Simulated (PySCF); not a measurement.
Ionisation energy of Br⁷⁺ by level of theory

Br⁷⁺ [Ar] 3d10 → Br⁸⁺ [Ar] 3d9 [3d3/2^4 3d5/2^5, M_J = 5/2], as a difference of total energies. Calculation: PySCF 2.14, in an uncontracted even-tempered set (18 s from 0.34 bohr⁻², ratio 2.8; 13 p from 0.45 bohr⁻², ratio 2.8; 9 d from 0.45 bohr⁻², ratio 2.8; 4 f from 3.8 bohr⁻², ratio 3); the two-component X2C-1e Hamiltonian. Correlated levels: [Ne] frozen; the 76 highest virtual spinors dropped. "Screened" scales the spin-orbit matrix elements by Boettger's factors to mimic the two-electron term; Breit and QED terms are absent.

| method | ionisation energy (eV) |
| --- | --- |
| GHF (screened spin-orbit) | 190.73 |
| GMP2 (screened spin-orbit) | 192.73 |

**Question.** How much does correlation contribute at GMP2 (screened spin-orbit)?

**Answer.** 192.73 − (190.73) = 2.00 eV, measured against GHF (screened spin-orbit).

For comparison: 192.61 ± 0.06 eV (measured; NIST Atomic Spectra Database, ionization energies).
